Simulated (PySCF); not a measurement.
## GaH at RHF-CCSD

Computed with RHF-CCSD; Ga def2-SVPD, H def2-SVPD; no relativity (PySCF 2.14).

```
state                          : ¹Σ⁺ (singlet), closed shell
bond length                    : 166.6 pm
harmonic wavenumber            : 1635 cm⁻¹
force constant                 : 1.56 mdyn/Å
rotational constant Be         : 6.114 cm⁻¹
anharmonicity ωexe             : 29.0 cm⁻¹
vibration–rotation constant αe : 0.188 cm⁻¹
well depth De to Ga + H        : 2.89 eV
dissociation energy D0         : 2.79 eV
```

Correlated steps freeze 9 core orbitals. Correlated levels converge slowly with the basis: in double zeta they bind strong bonds too weakly, by up to about 1 eV, and carry superposition errors of some tenths. Where the molecule has an RHF reference, its open-shell atoms are computed with UHF.
